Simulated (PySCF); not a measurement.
**Correlation energy of Ge⁺ (germanium, charge +1)**

[Ar] 3d10 4s2 4p1, 2P determinant. Calculation: PySCF 2.14, in x2c-TZVPall (6s5p4d1f, 48 functions); scalar relativity by spin-free X2C-1e. Frozen: [Ar] 3d10; 3 electrons correlated.

MP2 pair energies summed by pair of shells (mhartree):

```json
{"pair": "4s-4s", "energy": "-20.64", "share (%)": "56.4"}
{"pair": "4s-4p", "energy": "-15.99", "share (%)": "43.6"}
```

Total MP2 correlation energy: -36.63 mhartree.

Same-spin part -2.50 and opposite-spin part -34.13 mhartree; SCS-MP2 scales them by 1/3 and 6/5 to -41.79 mhartree.

| level | correlation energy (mhartree) |
| --- | --- |
| CCSD | -50.02 |
| (T) | -0.75 |
| CCSD(T) | -50.77 |

Diagnostics: T1 = 0.0098, D1 = 0.0231, largest double amplitude 0.093.

Question: Is a single reference adequate?

Answer: Mostly. T1 lies below 0.03, but a double amplitude of this size points to a near-degeneracy that CCSD handles and MP2 describes poorly.
